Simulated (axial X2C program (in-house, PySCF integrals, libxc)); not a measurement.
# Outer orbitals of SiBr⁻ at 2.430 Å, HF

Computed with an axial X2C code built on PySCF integrals. Spin-free means the one-electron spin-free X2C Hamiltonian; two-component (2c) means X2C with spin–orbit coupling and atomic mean-field two-electron Coulomb and Gaunt terms, so the difference of the two also holds small scalar two-electron terms. Basis: Br dyall-acv3z [9s10p7d5f1g], Si dyall-av3z [9s8p3d2f] (cores contracted in-house); Gaussian nuclei, density fitting, unrestricted open shells. Masses: Br 78.918 u, Si 27.977 u.

The distance is close to the 2c PBE0 minimum; the highest filled and lowest empty levels are listed.

Spin-free orbitals, state M_S = 1, Λ = 0 (beyond evenly filled blocks: π+α, π-α) (Löwdin shares):

```csv
symmetry,occupied,ε (eV),atomic character
σα,yes,-22.28,"78% Br s, 7% Si p, 6% Si d"
σβ,yes,-22.06,"79% Br s, 7% Si p, 7% Si d"
σα,yes,-11.74,"61% Si s, 29% Br p, 5% Br d"
σβ,yes,-9.08,"54% Br p, 38% Si s, 3% Br d"
π+α,yes,-6.42,"83% Br p, 10% Si p, 4% Si d"
π-α,yes,-6.42,"83% Br p, 10% Si p, 4% Si d"
π-β,yes,-5.97,"88% Br p, 5% Si d, 4% Si f"
π+β,yes,-5.97,"88% Br p, 5% Si d, 4% Si f"
σα,yes,-5.85,"54% Br p, 22% Si p, 16% Si s"
σβ,yes,-4.63,"38% Si s, 29% Br p, 26% Si p"
π-α,yes,-2.08,"79% Si p, 7% Br p, 7% Br d"
π+α,yes,-2.08,"79% Si p, 7% Br p, 7% Br d"
σα,no,3.83,"88% Si p, 7% Br p, 2% Si s"
σβ,no,3.86,"84% Si p, 8% Br p, 5% Si s"
π-β,no,4.01,97% Si p
π+β,no,4.01,97% Si p
```

Spinors with spin–orbit coupling (state Ω = 1):

| ω | occupied | ε (eV) | atomic character | λ mixture |
| --- | --- | --- | --- | --- |
| 1/2 | yes | -22.29 | 78% Br s, 7% Si p, 6% Si d | 100% σ |
| -1/2 | yes | -22.07 | 79% Br s, 7% Si p, 7% Si d | 100% σ |
| 1/2 | yes | -11.75 | 61% Si s, 30% Br p, 5% Br d | 100% σ |
| -1/2 | yes | -9.09 | 55% Br p, 37% Si s, 3% Br d | 100% σ |
| -1/2 | yes | -6.59 | 83% Br p, 9% Si p, 4% Si d | 99% π, 1% σ |
| 1/2 | yes | -6.27 | 80% Br p, 7% Si p, 5% Si d | 78% π, 22% σ |
| 3/2 | yes | -6.25 | 82% Br p, 10% Si p, 4% Si d | 100% π |
| -3/2 | yes | -5.79 | 87% Br p, 5% Si d, 4% Si f | 100% π |
| 1/2 | yes | -5.73 | 61% Br p, 18% Si p, 12% Si s | 78% σ, 22% π |
| -1/2 | yes | -4.62 | 38% Si s, 30% Br p, 26% Si p | 99% σ, 1% π |
| -1/2 | yes | -2.11 | 80% Si p, 7% Br d, 7% Br p | 100% π |
| 3/2 | yes | -2.04 | 78% Si p, 8% Br p, 7% Br d | 100% π |
| 1/2 | no | 3.85 | 90% Si p, 6% Br p | 100% σ |
| -1/2 | no | 3.87 | 87% Si p, 7% Br p, 3% Si s | 100% σ |
| 1/2 | no | 4.01 | 97% Si p | 100% π |
| -3/2 | no | 4.01 | 97% Si p | 100% π |

Mulliken charges and populations of the two-component result (they depend on the basis, above all on diffuse functions):

Br -0.54 e (s 7.97 p 17.54 d 10.03), Si -0.46 e (s 5.92 p 8.45 d 0.08 f 0.01). ⟨Lz⟩ = 0.00 ħ and ⟨Sz⟩ = 1.00 ħ (-0.02 and 1.02 on the two atoms), which add up to Ω.

One determinant describes the state; a PBE0 search over occupations chose it and may have missed a lower one. Other states lie close and PBE0, whose exact exchange favours high spin, may order them wrongly; the determinant shown need not be the ground state. The nearest other spin-free determinant of the search, M_S = 0, Λ = 2, lies 0.75 eV up at the distance of the search. With several unpaired electrons one determinant need not be a pure state. Open-shell Ω = 0 determinants with evenly filled partner blocks cannot be reached by this program, so the Ω shown need not be the lowest component. This is the Ω = 1 component of a π² triplet; the 0⁺ component is not one determinant and can lie lowest.
